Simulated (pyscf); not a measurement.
Structures and frequencies: ωB97X-D3(BJ)/def2-SVP in PySCF. MP2 and CC: frozen core, UHF for open shells. ΔMP2 is the change of the MP2 total energy from the triple- to the quadruple-zeta basis.

**Question.** For the elementary gas-phase step `[F][CH]1[CH]=[CH]1` → `[C]=[CH][CH2][F]` [singlet] (singlet surface; C–C, C–H broken, C–H formed), what barrier and reaction energy does CCSD(T)/def2-TZVPP + ΔMP2(QZVPP) give, measured from the reactant's lowest minimum found?

**Answer.** ΔE‡ = 194.5 kJ/mol, ΔE = +150.1 kJ/mol. Zero-point energy shifts the barrier by -10.4 kJ/mol. It is a rearrangement, with an imaginary mode of 636i cm⁻¹. cyclic C₃H₃F (SMILES FC1C=C1) lies 40.1 kJ/mol over its isomer H₂C=C=CH–F (electronic energy, ωB97M-D3(BJ)/def2-TZVP). :C=CH–CH₂–F [singlet] lies 188.0 kJ/mol over its isomer H₂C=C=CH–F (electronic energy, ωB97M-D3(BJ)/def2-TZVP). This is the saddle that the search found; another between the same sides may lie lower. The CCSD(T) − MP2 part came from Ansatz, without density fitting, on the same reference.
